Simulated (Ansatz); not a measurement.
Isomers of Li₄H₄ (singlet), relaxed with PBE-D4/def2-TZVP; total energies from Ansatz at CCSD(T)/def2-TZVPP.

| isomer | description | energy (Eh) |
| --- | --- | --- |
| A | point group D4h; 8 × H–Li 1.69 Å | -32.44709 |
| B | (LiH)4 cube (Li4H4) | -32.45820 |

Correlated methods freeze no core orbitals; core or outer-core shells of Li are correlated, in sets that lack core-valence functions.

Question: Work out the relative energies (1 Eh = 2625.5 kJ/mol) and the Boltzmann populations at 1200 K from electronic energies alone (R = 8.314 J/mol/K).

Answer: ΔE: A 29.2, B 0.0 kJ/mol. RT = 9.98 kJ/mol. Factors exp(−ΔE/RT): A 0.0536, B 1; sum 1.054. Populations: A 5.1 %, B 94.9 %. Zero-point energy, vibrational entropy and symmetry numbers are left out and can shift these; an error of 4 kJ/mol changes a ratio by a factor of 1.5. Over the other density-functional and correlated levels in def2 sets, the gap between B and A ranges from 24 to 46 kJ/mol.
